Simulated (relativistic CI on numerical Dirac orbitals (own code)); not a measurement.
# Zeeman pattern of K 4044.14 Å at 0.05 T

Problem. The line 4s 2S_1/2 – 5p 2P°_3/2 of K lies at 4044.14 Å (air; NIST Handbook). Calculate its Zeeman pattern at B = 0.05 T, seen across the field, in LS coupling, and compare it with the Doppler width at an assumed gas temperature of 1000 K.

Working.
1. Landé factors g = 3/2 + [S(S + 1) − L(L + 1)]/[2J(J + 1)]: lower 2.0000, upper 1.3333.
2. The unit is μB B/hc = 0.46686 × 0.05 = 0.0233 cm⁻¹, or 3.8 mÅ at this wavelength. A component is shifted by g_u m_u − g_l m_l units. Seen across the field, the strengths for lower J and m are (J + 1)² − m² (π) and ¼(J + m + 1)(J + m + 2) (σ).
3. π components (Δm = 0), symmetric about zero, as shift (strength, strongest of all = 100): ±0.333 (100).
4. σ components with Δm = +1, mirrored for −1: 1.000 (75), 1.667 (25).
5. The centre of the σ group lies at ḡ = 1.167 units, 4.5 mÅ from the line centre.
6. The Doppler width is 7.16 × 10⁻⁷ λ √(T/M) = 14.7 mÅ (FWHM, M = 39), so the sum of Gaussians is one peak, merely broadened.

Check. A relativistic CI calculation gives g = 2.0023 and 1.3341 for the two levels. The nearest fine-structure partner lies 19 cm⁻¹ away, 804 Zeeman units, so the weak-field formulas hold; hyperfine structure, which matters at weak fields for isotopes with nuclear spin, is neglected.
